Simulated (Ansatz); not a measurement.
`C[O][Mo]([OH])([F])([F])=[S]`, charge 0, multiplicity 1.

(1) Give a relaxed structure at PBE0-D4/def2-TZVP (the Gaussian-basis code of Ansatz). (Best estimate.)

Results:

(1) Computed: 
Cartesian coordinates in Å:
```
C 1.8085 -0.1459 0.2784
O 0.4411 -0.3857 0.4574
Mo -1.0855 0.1661 -0.4296
O -2.1125 -0.7702 0.8096
F 0.0026 0.0347 -1.9492
F -2.4455 -0.1375 -1.6485
S -1.1412 2.1963 0.0325
H 2.0552 -0.2057 -0.7862
H 2.0563 0.8553 0.6481
H 2.3763 -0.8972 0.8305
H -1.9554 -0.7102 1.7570
```
This is one stationary point; other conformers may exist.
